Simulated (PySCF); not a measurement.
F2S, SMILES FSF. Atoms are numbered in the order given.

```xyz
3

F      0.0000    -1.2150    -0.4910
S      0.0000     0.0000     0.5524
F      0.0000     1.2150    -0.4910
```
Charge 0, spin multiplicity 1.

The structure is a stationary point at r2SCAN-D4/def2-TZVP.

Computed with PBE0/pcJ-1 run with PySCF.

Isotropic couplings with Fermi-contact, spin-dipole and both spin-orbit terms, one fixed conformer, no vibrational averaging. Isotopes: 19F.

**Question.** Estimate the spin–spin coupling constants. (The exact figures need the calculation; the answer reports its results.)

**Answer.** 
```tsv
pair	bonds apart	J (Hz)
F1–F3	2	1288.1
```
